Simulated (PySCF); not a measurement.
but-1-en-3-yne (C4H4), SMILES C#CC=C.

Geometry optimised at PBE-D3(BJ)/def2-SVP.

The numbers are results of TDDFT-B3LYP/def2-SVPD (PySCF 2.14.0), not measurements.

Vertical excitations. Gas-phase values at a fixed geometry. State labels are in the subgroup Cs.

Computed UV-visible absorptions:
```csv
state,symmetry,energy (eV),λ (nm),f,main pairs
S1,A",5.03,247,0.000,HOMO−1→LUMO 99 %
S2,A',5.39,230,0.242,HOMO→LUMO 83 %
S3,A",5.89,211,0.001,HOMO→LUMO+1 91 %
S4,A",6.85,181,0.001,HOMO→LUMO+2 88 %
S5,A",7.35,169,0.030,HOMO→LUMO+3 95 %
S6,A',7.37,168,0.460,"HOMO−1→LUMO+1 41 %, HOMO−2→LUMO 40 %, HOMO→LUMO 14 %"
S7,A',7.50,165,0.011,"HOMO−2→LUMO 35 %, HOMO−1→LUMO+1 27 %, HOMO−1→LUMO+2 21 %, HOMO→LUMO+6 15 %"
S8,A",7.51,165,0.008,HOMO→LUMO+4 90 %
S9,A',7.73,160,0.032,"HOMO−1→LUMO+2 62 %, HOMO→LUMO+6 31 %"
S10,A",7.81,159,0.001,HOMO−3→LUMO 93 %
T1,A',3.26,380,0,HOMO→LUMO 96 %
T2,A",4.72,263,0,HOMO−1→LUMO 91 %
T3,A',5.35,232,0,"HOMO−1→LUMO+1 51 %, HOMO−2→LUMO 22 %, HOMO−1→LUMO+2 12 %"
T4,A",5.63,220,0,HOMO→LUMO+1 81 %
```
Triplets are in the Tamm–Dancoff approximation, which puts them higher than full response would, so one can lie above its singlet here.
